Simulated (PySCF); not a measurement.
# [RuH5]-: one-bond stretch

All numbers come from PBE0 in PySCF with Ru def2-TZVPD with ECP28, H def2-TZVPD; scalar-relativistic core potentials, no spin–orbit coupling; density-fitted integrals.

Rigid scan from the singlet minimum (Ru–H 1.566 Å (×2), Ru–H 1.611 Å, Ru–H 1.648 Å, Ru–H 1.730 Å; H–Ru–H 39.2°, H–Ru–H 72.7° (×2), H–Ru–H 94.7° (×2), H–Ru–H 97.9° (×2), H–Ru–H 98.5°, H–Ru–H 160.1°, H–Ru–H 160.6°). Coordinate: the bond from Ru to the last atom (H) scaled, the rest fixed. Energies in kJ/mol from the minimum.

Task: Predict the curve at 0.92, 0.96, 1.00, 1.05, 1.12, 1.20, 1.35, 1.55, 1.80, 2.20.

Result: 
| scale of one bond | E (kJ/mol) | dipole size (D, about the centre of mass) |
| --- | --- | --- |
| 0.92 | 14.8 | 2.44 |
| 0.96 | 3.3 | 2.48 |
| 1.00 | 0.0 | 2.54 |
| 1.05 | 4.2 | 2.62 |
| 1.12 | 20.6 | 2.78 |
| 1.20 | 47.9 | 3.01 |
| 1.35 | 107.2 | 3.57 |
| 1.55 | 181.7 | – |
| 1.80 | 253.9 | – |
| 2.20 | 326.0 | – |

At long bonds a restricted determinant can lie too high, and another spin state can fall below this curve.

Other isomers or separated fragments may lie lower.
